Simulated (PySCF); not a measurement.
AlHClBr, SMILES [Cl][AlH][Br].

Geometry: PBE0-D3(BJ)/def2-TZVP.

Level of theory: B3LYP/def2-TZVPD (PySCF).

Gas-phase values at a fixed geometry.

**Question.** Estimate the frontier levels, gap, dipole moment and polarisability. (An estimate is asked for; the answer gives what the named calculation found.)

**Answer.** 
| Item | Value |
|---|---|
| highest occupied level | -8.53 eV |
| lowest empty level | -1.78 eV |
| orbital gap | 6.74 eV |
| dipole moment | 0.98 D |
| quadrupole, principal values (traceless, Buckingham form, about the centre of nuclear charge) | -5.27, -0.04, 5.32 D·Å |
| mean static polarisability | 61.9 bohr³ (9.17 Å³) |
| polarisability, principal values | 50.0, 60.5, 75.2 bohr³ |
